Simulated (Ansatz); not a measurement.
A nudged elastic band was laid between two geometries of AlGaH₆O₂ (10 atoms, charge 0, multiplicity 1).

All numbers below come from Ansatz 0.2.0, RKS B3LYP-D4/def2-SVP.

| Quantity | Value |
| --- | --- |
| movable images | 9 |
| climbing image | yes |
| spring | 5.0 eV/Å² |
| optimiser | quadratic models (default) |
| start path | through a guess of the saddle point |
| force threshold | 0.03 eV/Å |
| iteration limit | 60 |
| end points | relaxed |

First end point:

```xyz
10
Properties=species:S:1:pos:R:3
Ga -0.053 0.223 0.080
O -0.407 -0.944 1.490
H -1.302 -1.305 1.510
H 1.404 0.086 -0.488
H -1.321 0.768 -0.677
O 0.228 1.475 1.781
Al 0.966 2.925 2.383
H 1.159 3.055 3.943
H 1.348 3.980 1.281
H -0.043 0.654 2.270
```

Last end point:

```xyz
10
Properties=species:S:1:pos:R:3
Ga 0.092 0.524 0.075
O -0.395 -0.906 1.610
H -1.345 -1.070 1.713
H 1.373 -0.054 -0.614
H -1.318 0.786 -0.573
O 0.416 1.538 1.590
Al 0.952 2.992 2.288
H 0.958 3.080 3.871
H 1.417 4.204 1.376
H -0.172 -0.178 2.238
```

Task: What changes between the two ends?

Result: Bonds broken: O6–H10. Bonds formed: O2–H10.

Task: What energy profile does the band end with?

Result: The forces met the threshold. The highest image is number 4 of 0 to 10, 3.2 kcal/mol above the first end and 7.0 kcal/mol above the last; the last end lies 3.7 kcal/mol below the first. A vibrational analysis at the climbing image gives one clearly imaginary mode, 900i cm⁻¹: a first-order saddle point. The orbitals stay closed-shell, which can raise the energy where a bond breaks towards radicals; this wasn't checked here.

```json
{"image": "0", "path coordinate (Å)": "0.00", "energy (kcal/mol)": "0.0", "O6–H10 (Å)": "0.99", "O2–H10 (Å)": "1.82"}
{"image": "1", "path coordinate (Å)": "0.20", "energy (kcal/mol)": "0.0", "O6–H10 (Å)": "1.00", "O2–H10 (Å)": "1.78"}
{"image": "2", "path coordinate (Å)": "0.39", "energy (kcal/mol)": "0.3", "O6–H10 (Å)": "1.01", "O2–H10 (Å)": "1.67"}
{"image": "3", "path coordinate (Å)": "0.59", "energy (kcal/mol)": "1.6", "O6–H10 (Å)": "1.06", "O2–H10 (Å)": "1.48"}
{"image": "4", "path coordinate (Å)": "0.78", "energy (kcal/mol)": "3.2", "O6–H10 (Å)": "1.19", "O2–H10 (Å)": "1.26"}
{"image": "5", "path coordinate (Å)": "0.94", "energy (kcal/mol)": "1.5", "O6–H10 (Å)": "1.35", "O2–H10 (Å)": "1.12"}
{"image": "6", "path coordinate (Å)": "1.11", "energy (kcal/mol)": "-1.4", "O6–H10 (Å)": "1.53", "O2–H10 (Å)": "1.03"}
{"image": "7", "path coordinate (Å)": "1.27", "energy (kcal/mol)": "-2.9", "O6–H10 (Å)": "1.69", "O2–H10 (Å)": "1.00"}
{"image": "8", "path coordinate (Å)": "1.43", "energy (kcal/mol)": "-3.5", "O6–H10 (Å)": "1.82", "O2–H10 (Å)": "0.99"}
{"image": "9", "path coordinate (Å)": "1.59", "energy (kcal/mol)": "-3.7", "O6–H10 (Å)": "1.90", "O2–H10 (Å)": "0.99"}
{"image": "10", "path coordinate (Å)": "1.76", "energy (kcal/mol)": "-3.7", "O6–H10 (Å)": "1.93", "O2–H10 (Å)": "0.99"}
```

Task: What is the geometry of the highest image?

Result: 
```xyz
10
Properties=species:S:1:pos:R:3:forces:R:3
Ga -0.046 0.356 0.023 0.00 0.00 0.00
O -0.455 -0.728 1.621 -0.01 0.01 -0.01
H -1.382 -0.961 1.767 0.00 0.00 0.00
H 1.338 -0.058 -0.574 0.00 0.00 0.00
H -1.360 0.797 -0.708 0.00 0.00 0.00
O 0.254 1.467 1.661 0.03 0.01 0.02
Al 1.039 2.821 2.376 -0.02 -0.01 -0.02
H 1.220 2.822 3.945 -0.01 0.00 0.00
H 1.512 3.981 1.415 0.01 0.00 0.00
H -0.141 0.418 2.047 0.01 0.00 0.00
```

Task: What are the harmonic wavenumbers there?

Result: 900i, 81, 101, 133, 356, 422, 447, 501, 511, 559, 588, 627, 702, 741, 759, 822, 956, 1333, 1816, 1956, 1965, 1968, 1989, 3837 cm⁻¹.

Time of the run: 17 min on 2 threads of Arm Neoverse V1, with other jobs on the host, peak memory 0.29 GiB.
